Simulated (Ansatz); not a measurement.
`N[SiH2]S[SiH2]N` at its PBE0-D4/def2-TZVP geometry, where that method's forces vanish. Charge 0, multiplicity 1.

```xyz
13

N    -2.4965    0.7742   -1.8305
Si   -1.5555    0.0057   -0.6263
S     0.4860    0.6768   -0.6146
Si    1.2308   -0.4948    1.0258
N     2.8802   -0.1891    1.3605
H    -2.7305    1.7491   -1.7277
H    -2.3407    0.5454   -2.7996
H    -2.1591    0.3048    0.6963
H    -1.5750   -1.4551   -0.8884
H     1.0880   -1.9328    0.6874
H     0.4415   -0.1651    2.2388
H     3.5834   -0.5150    0.7163
H     3.1474    0.6959    1.7618
```

Question: What forces (eV/Å) does r2SCAN-D4/def2-TZVPP give on these atoms in the Gaussian-basis code of Ansatz? (Best estimate.)

Answer: Computed: 
```
N1  -0.048 -0.038  0.026
Si2 -0.029 -0.035  0.028
S3   0.034  0.049 -0.043
Si4 -0.020 -0.037  0.033
N5  -0.011 -0.045  0.047
H6   0.004  0.020 -0.027
H7   0.002  0.025 -0.023
H8   0.002 -0.010 -0.025
H9  -0.010  0.024  0.006
H10  0.006  0.021  0.015
H11  0.017 -0.013 -0.016
H12  0.025  0.021 -0.009
H13  0.026  0.016 -0.014
```
